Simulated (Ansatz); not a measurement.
```yaml
crystal:
  periodic: [false, false, false]
  atoms:
    - {symbol: C, position_ang: [-1.485007, -0.377025, -1.175353]}
    - {symbol: O, position_ang: [-1.521239, -0.028600, 0.184545]}
    - {symbol: Ga, position_ang: [-0.053490, 0.284072, 1.134593]}
    - {symbol: C, position_ang: [1.768872, 0.188750, 0.450492]}
    - {symbol: Cl, position_ang: [-0.528728, 0.789184, 3.157798]}
    - {symbol: H, position_ang: [-1.963758, -1.351078, -1.323301]}
    - {symbol: H, position_ang: [-2.036483, 0.363497, -1.764763]}
    - {symbol: H, position_ang: [-0.467682, -0.439583, -1.586570]}
    - {symbol: H, position_ang: [1.917452, 0.944964, -0.322756]}
    - {symbol: H, position_ang: [2.479729, 0.360251, 1.257884]}
    - {symbol: H, position_ang: [1.955535, -0.791431, 0.008132]}
basis:
  gaussian: {orbitals: def2-mTZVPP}
magnetization: {spin_polarized: true, initial_magnetization: 6}
hamiltonian: {xc: {name: PBE-QIDH}}
output: {forces: true}
```

```sh
$ ansatz run in.yaml --threads 4 --pin off --events-out ev --progress --plain --max-ram 10444MiB
```

It prints (some lines left out):

```
Functional definition: PBE-QIDH
1429 factors; integrals over basis functions are off by at most 1.2e-3 eV
mean field evaluation 1: about -69053.6596 eV, gradient 3.8e1 eV
mean field evaluation 2: about -69053.6644 eV, gradient 3.8e1 eV
mean field evaluation 4: about -69063.9135 eV, gradient 1.2e1 eV
mean field evaluation 8: about -69066.2770 eV, gradient 1.3e0 eV
mean field evaluation 16: about -69066.5130 eV, gradient 6.4e-2 eV
mean field evaluation 32: about -69066.5132 eV, gradient 7.8e-4 eV
mean field -69066.51322564 eV, -2538.1475460782 hartree, gradient 2.6e-6 eV, S^2 12.018242; 7 other end points of the search recorded, 0 dependent functions left out
17 core orbitals not correlated: weight in the atoms' cores, before any rotation towards them, 1.000 or more for the frozen orbitals, at most 0.000 for the correlated occupied ones
reference -69066.51324041 eV, -2538.1475466208 hartree; 23, 17 occupied and 115, 121 virtual orbitals, 1429 factors
second order -23.91158679 eV of doubles, -0.00000000 eV of singles
Total energy: -69074.48376934 eV, -2538.4404581564 hartree
Atom 0 at    -1.485007    -0.377025    -1.175353 Å, force     0.524460    -0.312176    -1.274625 eV/Å
Atom 1 at    -1.521239    -0.028600     0.184545 Å, force    -5.500962    -1.232725    -3.773799 eV/Å
Atom 2 at    -0.053490     0.284072     1.134593 Å, force     2.340520     0.009399    -0.563718 eV/Å
Atom 3 at     1.768872     0.188750     0.450492 Å, force     7.528960    -0.438860    -3.002348 eV/Å
Atom 4 at    -0.528728     0.789184     3.157798 Å, force    -1.968821     1.472112     6.042596 eV/Å
Atom 5 at    -1.963758    -1.351078    -1.323301 Å, force    -0.326431     0.131650     0.508515 eV/Å
Atom 6 at    -2.036483     0.363497    -1.764763 Å, force    -0.312565     0.098359     0.510367 eV/Å
Atom 7 at    -0.467682    -0.439583    -1.586570 Å, force    -0.176560     0.146191     0.557487 eV/Å
Atom 8 at     1.917452     0.944964    -0.322756 Å, force    -0.812262     0.269252     0.232279 eV/Å
Atom 9 at     2.479729     0.360251     1.257884 Å, force    -0.550742     0.053794     0.435196 eV/Å
Atom 10 at     1.955535    -0.791431     0.008132 Å, force    -0.745597    -0.196996     0.328050 eV/Å
Dipole moment:     0.074507    -0.094790    -0.352037 e Å
```

Something in this input is off. What?

The spin is set far too high for this molecule. The run converged. The result belongs to that input, not to the molecule as meant.
